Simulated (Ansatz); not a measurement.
The same path of CH6Sn + FH (10 atoms, charge 0, multiplicity 1) was run twice with different band settings. Lost on the way: Sn1–C2, F9–H10. Made: Sn1–F9, C2–H10.

Computed with RHF/def2-SVP in Ansatz.

Relaxed end points:

```xyz
10
Properties=species:S:1:pos:R:3
Sn -0.141 -0.182 0.198
C -0.340 -0.319 2.342
H -1.389 -0.429 2.620
H 0.214 -1.179 2.722
H 0.055 0.589 2.796
H 1.504 0.103 -0.220
H -1.088 1.094 -0.435
H -0.618 -1.650 -0.551
F 1.540 2.610 1.490
H 2.174 2.242 0.963
```

```xyz
10
Properties=species:S:1:pos:R:3
Sn 0.409 0.380 -1.504
C -0.065 0.173 3.775
H -1.152 0.261 3.777
H 0.214 -0.839 4.071
H 0.355 0.884 4.488
H 1.632 0.988 -2.519
H -1.068 1.209 -1.655
H 0.247 -1.311 -1.579
F 1.018 0.752 0.292
H 0.321 0.383 2.778
```

Common settings: movable images 7; climbing image yes; spring 5.0 eV/Å²; optimiser quadratic models (default); force threshold 0.03 eV/Å; iteration limit 60; end points relaxed.

| run | start path |
| --- | --- |
| 1 | through a guess of the saddle point |
| 2 | straight line |

Problem. What does each run give, and how far can it be trusted?

Solution. Run 1: converged after 32 iterations, highest image 1.931 eV above the first end. Neighbouring images differ by up to 2.2 eV, so the band resolves the path poorly. A vibrational analysis at the climbing image gives one clearly imaginary mode, 1679i cm⁻¹: a first-order saddle point.
Run 2: converged after 36 iterations, highest image 1.931 eV above the first end. Neighbouring images differ by up to 2.2 eV, so the band resolves the path poorly. Another band between the same ends (7 images) ends at a top of the same energy, where a vibrational analysis finds 1 clearly imaginary mode.
The orbitals stay closed-shell, which can raise the energy where a bond breaks towards radicals; this wasn't checked here.
